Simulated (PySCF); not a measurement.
Species: C₅H₅, charge 0, multiplicity 2. It need not be the lowest isomer of its formula. 
Coordinates optimised at B3LYP-D3(BJ)/def2-TZVP (Ansatz):
```
C
H 1 1.0808
C 1 1.4329 2 125.50
C 3 1.3659 1 107.28 2 180.00
H 3 1.0779 4 127.05 1 -180.00
H 4 1.0795 3 126.91 5 0.00
C 1 1.4329 2 125.50 3 180.00
C 7 1.3659 1 107.28 2 -180.00
H 7 1.0779 8 127.05 4 -180.00
H 8 1.0795 7 126.91 9 0.00
```
Charge 0, spin multiplicity 2.

Dispersion corrections to the total energy (kcal/mol) from the dftd3 and dftd4 libraries through PySCF: D3(BJ) without and D4 with the three-body term, each with the damping fitted for the functional named.

```
functional  D3(BJ)     D4
----------  ------  -----
PBE          -4.98  -4.88
CAM-B3LYP      [?]  -4.01
HSE06        -3.06  -3.71
r2SCAN       -1.32    [?]
B3LYP        -8.60    [?]
PW6B95       -2.31  -4.40
BHLYP        -6.63  -5.46
```

Q: Complete the blanks.

A: 
- CAM-B3LYP, D3(BJ): -3.67
- r2SCAN, D4: -1.16
- B3LYP, D4: -7.86
